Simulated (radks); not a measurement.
Values are calculated unless marked as measured or tabulated.
Ionisation of the chromium ion Cr+, [Ar] 3d5, to Cr2+, [Ar] 3d4, under several functionals. Scalar-relativistic Kohn-Sham, spin-unpolarised, spherical densities, point nucleus; a radial shooting solver on a logarithmic mesh with Libxc functionals.

functional                               E(Cr+) (hartree)  Exc (hartree)  IE (eV)  -e(HOMO) (eV)  <r> HOMO (bohr)  IE error (eV)
B86b exchange with PBE correlation            -1050.54207      -48.76431   16.077          9.899            1.415         -0.409
LDA (Slater exchange, VWN5 correlation)       -1048.22829      -46.39970   16.347         10.163            1.412         -0.139
XLYP                                          -1050.78202      -48.99641   16.135          9.966            1.425         -0.351
PBE                                           -1050.27435      -48.49018   16.052          9.875            1.416         -0.434

NIST Atomic Spectra Database: 16.486 eV (measured). Closest: LDA (Slater exchange, VWN5 correlation). The Delta-SCF values span 0.29 eV, the total energies 2.55 hartree. The highest occupied level is 3d. Spin polarisation and multiplet splitting are left out, so open shells lie too high by an amount that depends on their filling.

Beside tabulated values, note that spin-unpolarised runs miss the spin-polarisation part of the exchange energy of open shells.
